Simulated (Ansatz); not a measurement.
Computed with Ansatz on PBE0-D4/def2-TZVP structures; ΔE is electronic, products minus reactants. CBS: MP2 limit from def2 TZ/QZ plus the TZ coupled-cluster correction, frozen cores. This one scheme is used for every species. DFT in def2-TZVPP. Triplets are unrestricted, without spin–orbit coupling. Each species was taken in one conformer, which may not be the lowest.

`COB(C)S` → `[CH2]` (triplet) + `CB(O)S`  (formal loss of a carbene)

`COB(C)S`:

```xyz
12

C     1.518    0.413    1.350
O     0.562   -0.445    0.763
B    -0.258   -0.048   -0.238
C    -1.287   -1.071   -0.828
S    -0.122    1.671   -0.853
H     2.034   -0.148    2.129
H     2.248    0.751    0.609
H     1.037    1.288    1.798
H    -2.312   -0.702   -0.730
H    -1.114   -1.230   -1.897
H    -1.220   -2.037   -0.324
H    -1.087    1.558   -1.777
```

`[CH2]` (triplet):

Z-matrix (Å, degrees):
```
C
H 1 1.079
H 1 1.079 2 134.9
```

`CB(O)S`:

```xyz
9

C    -0.618    0.116    0.916
B     0.168    0.191   -0.435
O     0.050    1.303   -1.208
S     1.244   -1.164   -1.028
H    -1.329   -0.716    0.906
H     0.056   -0.063    1.758
H    -1.173    1.036    1.106
H     0.555    1.285   -2.026
H     1.048   -1.988    0.012
```

| level | ΔE (kJ/mol) | difference from CCSD(T)/CBS |
| --- | --- | --- |
| LDA (SPW92) | 461.5 | 74.6 |
| r2SCAN-D4 | 365.4 | -21.5 |
| BHLYP-D4 | 372.6 | -14.3 |
| CAM-B3LYP-D4 | 389.1 | 2.2 |
| PBE-QIDH | 381.2 | -5.7 |
| PBE | 387.6 | 0.7 |
| revPBE | 361.4 | -25.5 |
| BLYP | 371.6 | -15.3 |
| PBE0 | 378.3 | -8.6 |
| r2SCANh | 361.1 | -25.8 |
| r2SCAN0 | 357.8 | -29.1 |
| CAM-B3LYP | 383.1 | -3.8 |
| HF/def2-SVP | 254.6 | -132.3 |
| CCSD/def2-SVP | 366.0 | -20.9 |
| MP2/def2-TZVPP | 386.0 | -0.9 |
| HF/CBS(def2) | 245.6 | -141.3 |
| CCSD(T)/CBS | 386.9 | 0 |

Largest T1 diagnostic among the species: 0.012.

From PBE to PBE0 (25 % exact exchange), in def2-TZVPP and without D4, ΔE moves by −9.3 kJ/mol. The D4 term adds +10.9 kJ/mol with B3LYP and +5.9 kJ/mol with PBE0; it sums over pairs of atoms, weighted by their polarisabilities, and B3LYP, whose exchange is more repulsive, gets the larger term.

B3LYP here is the variant with VWN-RPA as its local correlation; programs differ in this.
